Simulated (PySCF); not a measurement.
Ga(SH)3 (GaH3S3), SMILES [Ga]([SH])([SH])[SH].

Geometry: PBE-D3(BJ)/def2-SVP. The structure was generated by enumeration; whether it is a known compound was not checked. Other conformers were not sampled.

Computed with PySCF 2.14.0 with IEF-PCM-ωB97X/def2-SVP.

The values are the electrostatic part of the solvation free energy, E(continuum) − E(gas) at the gas-phase geometry, in a cavity of scaled van der Waals radii (PySCF's table); cavitation and dispersion terms are not included. A continuum can't describe solvent molecules that bind to the metal. In vacuum the orbital gap is 11.01 eV. The dipole moment in vacuum is 1.91 D.

Computed values in water (ε = 78.36), cyclohexanone (ε = 15.62), dimethylsulfoxide (ε = 46.83):
```json
[
 {"solvent": "water", "ε": "78.36", "ΔG(elec) (kcal/mol)": "-7.5", "dipole (D)": "2.77", "gap (eV)": "11.17"},
 {"solvent": "cyclohexanone", "ε": "15.62", "ΔG(elec) (kcal/mol)": "-6.8", "dipole (D)": "2.68", "gap (eV)": "11.16"},
 {"solvent": "dimethylsulfoxide", "ε": "46.83", "ΔG(elec) (kcal/mol)": "-7.4", "dipole (D)": "2.76", "gap (eV)": "11.17"}
]
```
